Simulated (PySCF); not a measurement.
C₂H₇S, SMILES C[SH+]C, charge +1. Atoms are numbered in the order given.

```xyz
10

C     -0.0283    -0.5190    -1.4370
S      0.1054     0.5892     0.0000
C     -0.0283    -0.5190     1.4370
H     -0.8995    -1.1925    -1.3397
H     -0.1112     0.1292    -2.3307
H      0.9211    -1.0865    -1.4800
H     -1.1677     1.1004     0.0000
H     -0.8995    -1.1925     1.3397
H     -0.1112     0.1292     2.3307
H      0.9211    -1.0865     1.4800
```
Charge +1, spin multiplicity 1.

Geometry optimised at PBE-D3(BJ)/def2-SVP. The isomer is the one that the SMILES or the coordinates give; other isomers of the formula were not compared.

Method: PBE-D3(BJ)/def2-SVP (PySCF 2.14.0).

Frequencies are harmonic and unscaled.

Computed harmonic wavenumbers and intensities:
| mode | ν (cm⁻¹) | IR (km/mol) | moving atoms (share of kinetic energy) |
|---|---|---|---|
| 1 | 175 | 0.1 | H 97 % |
| 2 | 199 | 0.5 | H 88 % |
| 3 | 253 | 0.0 | C 45 %, H 36 %, S 19 % |
| 4 | 632 | 4.0 | C 59 %, S 24 %, H 18 % |
| 5 | 694 | 0.0 | C 53 %, S 36 %, H 11 % |
| 6 | 733 | 5.7 | H 92 % |
| 7 | 784 | 1.8 | H 93 % |
| 8 | 893 | 3.8 | H 85 %, C 14 % |
| 9 | 1012 | 9.3 | H 73 %, C 20 % |
| 10 | 1039 | 15.4 | H 76 %, C 19 % |
| 11 | 1064 | 4.7 | H 84 %, C 14 % |
| 12 | 1279 | 0.8 | H 87 %, C 12 % |
| 13 | 1303 | 1.4 | H 87 %, C 13 % |
| 14 | 1375 | 4.3 | H 96 % |
| 15 | 1378 | 19.5 | H 96 % |
| 16 | 1388 | 34.4 | H 97 % |
| 17 | 1391 | 31.9 | H 96 % |
| 18 | 2547 | 21.2 | H 97 % |
| 19 | 2996 | 1.4 | H 98 % |
| 20 | 2998 | 15.1 | H 98 % |
| 21 | 3122 | 11.1 | H 90 %, C 10 % |
| 22 | 3122 | 26.7 | H 90 %, C 10 % |
| 23 | 3136 | 18.4 | H 90 %, C 10 % |
| 24 | 3138 | 4.8 | H 90 %, C 10 % |
